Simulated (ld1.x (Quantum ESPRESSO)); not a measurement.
osmium, TM semilocal: configuration errors across variants

- Element: osmium (Os)
- Generator: ld1.x (Quantum ESPRESSO) 7.5
- Type: norm-conserving Troullier–Martins (semilocal form)
- Functional: PBE
- Relativity: scalar-relativistic
- Frozen core: [Xe]
- Valence charge: 22
- Reference configuration: 4f14 5d6 6s2 6p0
- Partial waves: 6s (bound): rc 1.80 bohr; 6p (bound, empty): rc 3.30 bohr; 5d (bound): rc 1.65 bohr; 4f (bound): rc 1.10 bohr
- Local potential: the f channel
- Core correction: none

All-electron excitation energies from the reference (eV): (1) 4f14 5d6 6s1 6p0 9.577; (2) 4f14 5d6 6s0 6p0 26.491; (3) 4f14 5d5 6s0 6p0 55.338; (4) 4f14 5d5 6s2 6p1 6.105; (5) 4f14 5d4 6s0 6p0 96.816; (6) 4f14 5d7 6s1 6p0 0.317; (7) 4f14 5d6 6s0 6p2 10.454.

A semilocal file is local in each channel, so a ghost entry of none says nothing of the separable form that plane-wave codes build from it.

Errors AE − PS in meV (a dash: test not solved or not reliable):

| change | (1) | (2) | (3) | (4) | (5) | (6) | (7) | bound ghosts |
| --- | --- | --- | --- | --- | --- | --- | --- | --- |
| base | +7.7 | +60 | +86 | -0.4 | +37 | -6.3 | +16 | not determined |
| wave 5d (bound): rc 1.65 bohr becomes 5d (bound): rc 1.10 bohr | +7.9 | +61 | +90 | +2.2 | +48 | -6.7 | +16 | not determined |
| wave 5d (bound): rc 1.65 bohr becomes 5d (bound): rc 1.32 bohr | +7.7 | +60 | +86 | 0.0 | +37 | -6.7 | +16 | not determined |
| wave 5d (bound): rc 1.65 bohr becomes 5d (bound): rc 1.60 bohr | +7.7 | +60 | +86 | -0.4 | +37 | -6.3 | +16 | not determined |
| wave 5d (bound): rc 1.65 bohr becomes 5d (bound): rc 1.74 bohr | +7.7 | +60 | +87 | -0.4 | +39 | -6.3 | +16 | not determined |
| wave 5d (bound): rc 1.65 bohr becomes 5d (bound): rc 2.06 bohr | +7.7 | +60 | +86 | -0.3 | +37 | -6.2 | +16 | not determined |
| wave 5d (bound): rc 1.65 bohr becomes 5d (bound): rc 2.26 bohr | +8.0 | +61 | +79 | +0.4 | +26 | -5.3 | +16 | not determined |

**Question.** Give the same row for: wave 5d (bound): rc 1.65 bohr becomes 5d (bound): rc 2.44 bohr.

**Answer.** +8.3, +61, +66, +2.1, +11, -3.4, +15; bound ghosts: not determined.
